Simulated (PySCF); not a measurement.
Computed IR spectrum (relative IR intensity) of a molecule CH₆GeO₂Si. Coordinates come from a PBE-D3(BJ)/def2-SVP optimisation. One conformer was computed; it need not be the lowest. The numbers are results of PBE-D3(BJ)/def2-SVP in PySCF 2.14.0, not measurements. Frequencies are harmonic and unscaled.

Lines under 2 % of the strongest are left out, and lines within 2 cm⁻¹ are merged.

```
ν (cm⁻¹)  relative intensity
--------  ------------------
236                      4.9
415                      2.7
515                      4.0
597                      2.4
655                       29
677                       71
688                       47
797                      3.1
811                       88
832                      5.2
893                      100
982                       69
1202                     4.9
1374                     3.9
2070                      59
2165                      67
2169                      69
```

Task: Which structure fits?
A) O=[CH][Ge@@H]([OH])[SiH3]
B) O=C[O][GeH2][SiH3]
C) O=[C]([SiH3])[GeH2][OH]
D) [CH3][GeH]1[O][SiH2][O]1

Result: D, [CH3][GeH]1[O][SiH2][O]1
